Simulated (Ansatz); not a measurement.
Reaction (substitution at a C–C bond): `CC(F)(F)CC(F)F` + `OC(F)CF` → `FCC(F)OC(F)F` + `CC(C)(F)F`

Program: Ansatz. Geometries: PBE0-D4/def2-TZVP. ΔE: electronic, gas phase. CCSD(T)/CBS is the MP2 limit (def2-TZVPP, def2-QZVPP) plus CCSD(T) − MP2 in def2-TZVPP, frozen cores. DFT in def2-TZVPP. B3LYP here is the variant with VWN-RPA as its local correlation; programs differ in this. Each species was taken in one conformer, which may not be the lowest.

```json
{"level": "PBE-D4", "ΔE (kJ/mol)": "5.9", "difference from CCSD(T)/CBS": "-1.1"}
{"level": "r2SCAN-D4", "ΔE (kJ/mol)": "1.3", "difference from CCSD(T)/CBS": "-5.7"}
{"level": "PBE0-D4", "ΔE (kJ/mol)": "4.0", "difference from CCSD(T)/CBS": "-3.0"}
{"level": "ωB97X-V", "ΔE (kJ/mol)": "3.4", "difference from CCSD(T)/CBS": "-3.6"}
{"level": "B2PLYP", "ΔE (kJ/mol)": "1.7", "difference from CCSD(T)/CBS": "-5.3"}
{"level": "PBE", "ΔE (kJ/mol)": "4.1", "difference from CCSD(T)/CBS": "-2.9"}
{"level": "PBE0", "ΔE (kJ/mol)": "2.5", "difference from CCSD(T)/CBS": "-4.5"}
{"level": "B3LYP", "ΔE (kJ/mol)": "0.2", "difference from CCSD(T)/CBS": "-6.8"}
{"level": "HF/def2-TZVPP", "ΔE (kJ/mol)": "-11.7", "difference from CCSD(T)/CBS": "-18.7"}
{"level": "MP2/def2-TZVPP", "ΔE (kJ/mol)": "5.5", "difference from CCSD(T)/CBS": "-1.5"}
{"level": "CCSD/def2-TZVPP", "ΔE (kJ/mol)": "2.6", "difference from CCSD(T)/CBS": "-4.4"}
{"level": "HF/def2-QZVPP", "ΔE (kJ/mol)": "-12.2", "difference from CCSD(T)/CBS": "-19.2"}
{"level": "MP2/def2-QZVPP", "ΔE (kJ/mol)": "7.2", "difference from CCSD(T)/CBS": "0.2"}
{"level": "SCS-MP2/def2-QZVPP", "ΔE (kJ/mol)": "4.9", "difference from CCSD(T)/CBS": "-2.1"}
{"level": "HF/CBS(def2)", "ΔE (kJ/mol)": "-12.2", "difference from CCSD(T)/CBS": "-19.2"}
{"level": "CCSD/CBS(def2)", "ΔE (kJ/mol)": "5.9", "difference from CCSD(T)/CBS": "-1.1"}
{"level": "CCSD(T)/CBS", "ΔE (kJ/mol)": "7.0", "difference from CCSD(T)/CBS": "0"}
```

Largest T1 diagnostic among the species: 0.012.

In def2-TZVPP, CCSD(T) changes the Hartree–Fock value by +15.3 kJ/mol (the triples alone add +1.1 kJ/mol) and MP2 by +17.2 kJ/mol.
